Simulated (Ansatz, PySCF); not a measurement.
Potential energy curve for NaBr, singlet.

RKS-B3LYP = restricted B3LYP/cc-pVDZ in Ansatz (a program for electronic structure); UKS-LDA (SVWN5)/6-31G* = unrestricted LDA (SVWN5)/6-31G*, spherical d in PySCF; UKS-B3LYP/6-31G* = unrestricted B3LYP/6-31G*, spherical d run with PySCF 2.14.0; FCI = Ansatz with full CI/cc-pVDZ, cores with 3d frozen.

Energies relative to the lowest point of each curve near equilibrium, in mEh:

| R / Å | RKS-B3LYP | UKS-LDA (SVWN5)/6-31G* | UKS-B3LYP/6-31G* |
|---|---|---|---|
| 2.02 | 50.7 | 42.2 | 49.5 |
| 2.25 | 10.5 | 7.6 | 10.4 |
| 2.59 | 0.5 | 1.1 | 0.5 |
| 2.66 | 1.7 | 2.8 | 1.7 |
| 2.92 | 10.9 | 13.0 | 10.8 |
| 3.05 | 16.8 | 19.3 | 16.6 |
| 3.34 | 31.1 | 33.7 | 30.5 |
| 3.73 | 49.5 | 51.8 | 48.3 |
| 4.07 | 63.5 | 65.1 | 61.6 |
| 5.01 | 91.0 | 89.3 | 86.1 |
| 6.13 | 107.8 | 101.4 | 98.4 |
| 7.50 | 117.4 | 107.4 | 104.8 |

Estimate the FCI values at these points.

2.02: 58.4; 2.25: 13.5; 2.59: 0.0; 2.66: 0.9; 2.92: 9.1; 3.05: 14.9; 3.34: 29.4; 3.73: 49.1; 4.07: 64.9; 5.01: 98.9; 6.13: 122.4; 7.50: 127.0 (mEh).

The restricted form behind RKS-B3LYP keeps the bonding electrons paired and can't separate into open-shell fragments. The unrestricted determinant behind UKS-LDA (SVWN5)/6-31G*, UKS-B3LYP/6-31G* is spin-contaminated at 4.59 to 7.50 Å (<S²> up to 0.5, against 0.00 for a pure singlet).
